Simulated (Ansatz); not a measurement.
Reaction (atomization): `C=[C]1[O][AlH]1` → Al• + 2 C• + 3 H• + O•

Isolated molecules relaxed with PBE0-D4/def2-TZVP in Ansatz; ΔE leaves out vibrations. CCSD(T)/CBS adds triple-zeta CCSD(T) − MP2 to the extrapolated MP2 energy (def2 sets, frozen cores). This one scheme is used for every species, atoms too. DFT in def2-TZVPP. No spin–orbit coupling; open shells (•) take unrestricted orbitals. Spin–orbit coupling would lower the free atoms: a little for Al, C, O.

```json
{"level": "PBE0-D4", "ΔE (kJ/mol)": "2662.4"}
{"level": "HF/CBS(def2)", "ΔE (kJ/mol)": "1833.8"}
```

What does CCSD(T)/CBS give? (An estimate is asked.)

Computed: +2654.9 kJ/mol. The listed levels differ from it by 7.5, -821.1 kJ/mol.

Largest T1 diagnostic among the species: 0.018.

From r2SCAN to r2SCAN0 (25 % exact exchange), in def2-TZVPP and without D4, ΔE moves by −74.1 kJ/mol: exact exchange takes away binding that semilocal exchange gives to molecules. In def2-TZVPP, CCSD(T) changes the Hartree–Fock value by +747.3 kJ/mol (the triples alone add +59.2 kJ/mol) and MP2 by +830.8 kJ/mol; breaking electron pairs costs correlation energy, which Hartree–Fock lacks.

For atomizations the MP2-based limit and the directly extrapolated one differ by several kJ/mol either way, and by 10 to 25 for some Ge, Se and Sn compounds, so smaller differences from it don't rank the levels.
